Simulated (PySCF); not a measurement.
Polarisability and C₆ of Si(2+) (silicon, charge +2)

[Ne] 3s2, closed-shell 1S. All numbers are calculated (PySCF 2.14, no relativity, point nucleus, in aug-cc-pV(T+d)Z with one added diffuse shell each of s, p, d, f type (7s6p5d3f, 71 functions)). Coupled (time-dependent) response in atomic units; α is the mean over directions.

```json
{"method": "UHF", "mean α (bohr³)": "12.53", "C₆ (like pair)": "44.67", "S(−4)": "91.26"}
{"method": "PBE", "mean α (bohr³)": "11.65", "C₆ (like pair)": "39.85", "S(−4)": "80.10"}
{"method": "PBE0", "mean α (bohr³)": "11.90", "C₆ (like pair)": "41.19", "S(−4)": "83.40"}
{"method": "M06-L", "mean α (bohr³)": "10.91", "C₆ (like pair)": "36.90", "S(−4)": "67.53"}
{"method": "r2SCAN0", "mean α (bohr³)": "12.10", "C₆ (like pair)": "43.08", "S(−4)": "82.98"}
```

S(−4) is the Cauchy moment in α(ω) = α(0) + S(−4) ω² + …

α(iu) at UHF:

```json
{"u (hartree)": "0", "α(iu) (bohr³)": "12.53"}
{"u (hartree)": "0.0500", "α(iu) (bohr³)": "12.31"}
{"u (hartree)": "0.100", "α(iu) (bohr³)": "11.68"}
{"u (hartree)": "0.200", "α(iu) (bohr³)": "9.714"}
{"u (hartree)": "0.300", "α(iu) (bohr³)": "7.605"}
{"u (hartree)": "0.500", "α(iu) (bohr³)": "4.536"}
{"u (hartree)": "0.750", "α(iu) (bohr³)": "2.598"}
{"u (hartree)": "1.00", "α(iu) (bohr³)": "1.672"}
{"u (hartree)": "1.50", "α(iu) (bohr³)": "0.8869"}
{"u (hartree)": "2.00", "α(iu) (bohr³)": "0.5752"}
{"u (hartree)": "3.00", "α(iu) (bohr³)": "0.3258"}
{"u (hartree)": "5.00", "α(iu) (bohr³)": "0.1664"}
```

A single London oscillator, α(iu) = α/(1 + u²/ω²), gives C₆ = (3/4) ω α². Matching the computed C₆ needs ω = 4 × 44.67 / (3 × 12.53²) = 0.379 hartree.

For an ion, C₆ is the dispersion term alone; charge-induced terms of lower order in 1/R come first.
